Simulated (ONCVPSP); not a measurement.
## Nb: one change to an ONCV potential, before and after

- Element: Nb (Z = 41)
- Generator: ONCVPSP 4.0.1
- Type: optimised norm-conserving Vanderbilt (ONCV)
- Functional: PBEsol
- Relativity: scalar-relativistic
- Frozen core: [Ar] 3d10
- Valence charge: 13
- Reference configuration: 4s2 4p6 4d3 5s2
- Partial waves: 4s+5s: rc 2.05 bohr, ncon 4, nbas 7, qcut 6 1/bohr, 2 projectors; 4p: rc 1.80 bohr, ncon 4, nbas 7, qcut 6.4 1/bohr, 2 projectors, debl 3.9 Ha; 4d: rc 1.80 bohr, ncon 4, nbas 9, qcut 4.7 1/bohr, 2 projectors, debl 2.6 Ha
- Local potential: polynomial inside 1.25 bohr (lpopt 5, dvloc0 4 Ha)
- Core correction: none

Change: core correction Teter function, fcfact 5.75, rcfact 1.15.

Cutoffs: the cutoffs (Ha) at which the residual kinetic energy of the hardest occupied pseudo-wave falls to 1 and 0.1 mHa per electron; they do not see the model core or the augmentation charge, which bear on the density cutoff. Errors are all-electron minus pseudo energies relative to the spin-unpolarised reference configuration.

Question: Predict the effect on cutoff, ghosts and configuration errors.

Answer: The potential gets neither clearly harder nor softer (42 Ha and 92 Ha → 42 Ha and 92 Ha); both files keep a bound ghost (d); of the 4 tests that both files solve, the error grows in 4 and shrinks in 0 by more than 15 % and 0.3 meV (median size 7.4 → 9.2 meV). A model core, the more so a compact one, raises the density cutoff, which this test does not measure.

```csv
quantity,base,changed
"cutoff, loose",42 Ha,42 Ha
"cutoff, tight",92 Ha,92 Ha
bound ghosts,d,d
GHOST(+) flags under 300 eV,none,none
"error for 4s2 4p6 4d4 5s1, meV [ΔE 0.53 eV]",-4.6,-5.3
"error for 4s2 4p6 4d4 5s0, meV [ΔE 7.19 eV]",-9.2,-11
"error for 4s2 4p6 4d3 5s0, meV [ΔE 21.22 eV]",-8.2,-9.9
"error for 4s2 4p6 4d4 5s0 5p1, meV [ΔE 3.53 eV]",-6.6,-8.5
s: phases at 2.08 bohr within 0.05 rad from the reference energy up to (Ha; the scan ends near 5),4.5,4.5
p: phases at 1.83 bohr within 0.05 rad from the reference energy up to (Ha; the scan ends near 5),to the end of the scan,to the end of the scan
d: phases at 1.83 bohr within 0.05 rad from the reference energy up to (Ha; the scan ends near 5),3.4,3.4
```

 A true bound ghost makes a file unfit for plane-wave use even where its test errors are small: the radial tests pick states by their node count and pass the ghost by.
